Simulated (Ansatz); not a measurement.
Start from `CCB(N)O` and change one atom or group to get `CCB(O)Br`.

Ansatz, PBE0-D4/def2-TZVP geometries, multiplicity 1. Each molecule was computed in one conformer, which needn't be the lowest.

Scalar relativity is left out up to krypton.

| property | `CCB(N)O` |
| --- | --- |
| zero-point energy (PBE0-D4/def2-TZVP) / kJ/mol | 293.9 |
| size of the dipole moment (B3LYP/def2-TZVPP) / D | 2.53 |
| HOMO–LUMO gap (PBE/def2-TZVPP) / eV | 6.11 |
| LUMO energy (PBE/def2-TZVPP) / eV | -0.17 |
| HOMO energy (PBE/def2-TZVPP) / eV | -6.29 |
| HOMO energy (B3LYP/def2-TZVPP) / eV | -7.52 |

Question: Give the same properties after the change, and the shifts. (An estimate is asked.)

Answer: Computed: 
```tsv
property	`CCB(O)Br`	shift
zero-point energy (PBE0-D4/def2-TZVP) / kJ/mol	224.5	-69.4
size of the dipole moment (B3LYP/def2-TZVPP) / D	3.00	0.47
HOMO–LUMO gap (PBE/def2-TZVPP) / eV	5.67	-0.44
LUMO energy (PBE/def2-TZVPP) / eV	-1.08	-0.91
HOMO energy (PBE/def2-TZVPP) / eV	-6.76	-0.47
HOMO energy (B3LYP/def2-TZVPP) / eV	-7.79	-0.27
```

With PBE0 the HOMO falls by 0.29 eV and the LUMO falls by 0.75 eV, so the gap narrows by about 0.46 eV. PBE moves the HOMO by -0.47 eV and ωB97M-V by -0.14 eV. The zero-point energy changes by -69.4 kJ/mol with -6 modes. Dipoles are sizes alone; their direction can turn.

B3LYP here is the variant with VWN-RPA as its local correlation; programs differ in this.

Spin–orbit coupling is left out; it splits and shifts lone-pair levels of the heavy atoms by tenths of an eV.
